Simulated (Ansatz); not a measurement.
Total energies of VO₂ from Ansatz at PBE0-D4/def2-TZVP, gas phase (1 Eh = 27.2114 eV = 2625.5 kJ/mol). The reference geometry is relaxed at PBE0-D4/def2-TZVP.

```json
{"state": "charge 0 doublet", "geometry": "reference", "energy (Eh)": "-1094.15195"}
{"state": "charge 1 singlet", "geometry": "reference", "energy (Eh)": "-1093.81719"}
{"state": "charge 1 singlet", "geometry": "relaxed at PBE0-D4/def2-TZVP", "energy (Eh)": "-1093.83115"}
```

(1) Work out the vertical ionisation energy to the singlet.

(2) How much does the charge 1 singlet relax, and what is the adiabatic ionisation energy?

(1) E(charge 1 singlet) − E(charge 0 doublet) = -1093.81719 − (-1094.15195) = 0.33476 Eh = 9.11 eV. For comparison, −ε of the highest occupied level of the spin that leaves is 6.65 eV at this level, 2.46 eV less.

(2) Relaxation: -1093.81719 − (-1093.83115) = 0.01396 Eh = 0.38 eV. Adiabatic ionisation energy: 0.32080 Eh = 8.73 eV, without zero-point energy. 

The restricted singlet is unstable towards broken spin symmetry in Hartree–Fock (as tested in another run); at PBE0-D4/def2-TZVP this wasn't settled.
